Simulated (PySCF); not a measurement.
This PySCF input asks for the NMR shieldings of `C[C@@H]([SiH3])[Si@@H](N)C[SiH3]`, C₃H₁₅NSi₃; the geometry comes from GFN2-xTB.

```python
import basis_set_exchange as bse
import numpy as np
from pyscf import gto, dft
from pyscf.prop import nmr

atoms = """
C    -1.871804   -0.094290   -1.790468
C    -0.942286    0.375614   -0.672290
Si   -1.923880    1.255118    0.695779
Si    0.110712   -1.064145   -0.009956
N     1.078279   -1.632757   -1.323633
C     1.334682   -0.527529    1.334715
Si    2.513475    0.879039    0.865624
H    -2.547314   -0.867928   -1.430190
H    -1.302980   -0.505546   -2.623409
H    -2.477526    0.726615   -2.173645
H    -0.254326    1.109520   -1.102911
H    -1.017075    1.840577    1.684460
H    -2.735679    2.325736    0.103399
H    -2.824836    0.310328    1.363388
H    -0.801378   -2.089329    0.551957
H     0.631106   -1.877221   -2.191552
H     1.823174   -2.282503   -1.132886
H     1.919594   -1.397313    1.630505
H     0.770072   -0.232404    2.217281
H     3.280576    0.544540   -0.336135
H     1.764364    2.118946    0.640772
H     3.462642    1.104319    1.966089
"""
names = dict.fromkeys(["C", "Si", "N", "H"], "pcSseg-1")
basis = {el: gto.basis.parse(bse.get_basis(n, elements=[el], fmt="nwchem")) for el, n in names.items()}
mol = gto.M(atom=atoms, basis=basis, charge=0, verbose=0)
mf = dft.RKS(mol, xc="PBE0")
mf.grids.level = 2
mf.grids.alignment = dft.numint.BLKSIZE   # the property module wants whole blocks of grid points
mf.conv_tol = 1e-9
mf.kernel()

calc = nmr.RKS(mf)   # GIAO
C = mf.mo_coeff
Co = C[:, mf.mo_occ > 0]
resp = mf.gen_response(singlet=True, hermi=2)
def vind(x):   # induced exchange potential for any number of trial vectors
    d = np.einsum("pi,xij,qj->xpq", C, 2 * x.reshape(-1, C.shape[1], Co.shape[1]), Co, optimize=True)
    return np.einsum("xpq,pi,qj->xij", resp(d - d.transpose(0, 2, 1)), C, Co, optimize=True).ravel()
mo1, _ = nmr.rhf.solve_mo1(calc, with_cphf=vind)
sigma = calc.kernel(mo1)
for i, s in enumerate(sigma):   # ppm
    w = np.linalg.eigvalsh((s + s.T) / 2)
    print("%2d %-2s iso %8.1f  s11 %8.1f  s22 %8.1f  s33 %8.1f" % (i, mol.atom_pure_symbol(i), w.mean(), *w))
```

Question: What are the results?

Answer: 
```
 0 C  iso    173.8  s11    164.5  s22    167.9  s33    189.0
 1 C  iso    184.0  s11    177.8  s22    184.9  s33    189.3
 2 Si iso    418.8  s11    379.2  s22    401.6  s33    475.6
 3 Si iso    359.2  s11    329.5  s22    368.6  s33    379.5
 4 N  iso    251.5  s11    229.1  s22    255.8  s33    269.5
 5 C  iso    195.0  s11    185.1  s22    197.7  s33    202.0
 6 Si iso    428.8  s11    404.4  s22    412.7  s33    469.3
 7 H  iso     30.7  s11     26.9  s22     28.1  s33     37.2
 8 H  iso     30.4  s11     24.2  s22     29.8  s33     37.2
 9 H  iso     30.3  s11     24.8  s22     28.1  s33     37.9
10 H  iso     31.4  s11     27.1  s22     29.8  s33     37.1
11 H  iso     27.8  s11     23.2  s22     27.8  s33     32.4
12 H  iso     27.9  s11     24.5  s22     25.4  s33     33.8
13 H  iso     28.0  s11     24.8  s22     26.1  s33     33.2
14 H  iso     26.5  s11     23.6  s22     24.5  s33     31.4
15 H  iso     31.2  s11     22.6  s22     29.0  s33     42.1
16 H  iso     31.6  s11     24.0  s22     28.1  s33     42.7
17 H  iso     31.9  s11     27.0  s22     28.9  s33     39.7
18 H  iso     32.1  s11     27.4  s22     29.5  s33     39.3
19 H  iso     27.6  s11     23.5  s22     26.9  s33     32.4
20 H  iso     27.8  s11     23.6  s22     27.8  s33     31.9
21 H  iso     27.7  s11     24.0  s22     25.1  s33     34.1
```

These numbers come from an equivalent density-fitted implementation of the same equations, which agrees with the script to about 0.01 ppm for H and up to a few tenths of a ppm for heavy atoms, so last digits may differ.

Question: Turn these shieldings into chemical shifts. Shifts are taken against calculated references (same method and geometry level): 13C (186.93 ppm), 29Si (349.16 ppm), 1H (31.72 ppm) against TMS; 15N (267.73 ppm) against NH3.

Answer: Averaging equivalent atoms: C 0: 13.1; C 1: 2.9; C 5: -8.1; Si 3: -10.0; Si 2: -69.6; Si 6: -79.7; N 4: 16.3; H 14: 5.20; H 19/20/21: 4.03; H 11/12/13: 3.81; H 7/8/9: 1.25; H 10: 0.35; H 15/16: 0.31; H 17: -0.17; H 18: -0.35 ppm. Experimental scales use liquid or dissolved standards, which lie at an offset from isolated NH3 (liquid NH3: subtract about 20 ppm).

Size and cost of the density-fitted run: 215 basis functions, 80 s wall time on 1 thread of an Arm Neoverse N1, shared host; peak memory 1 GiB.
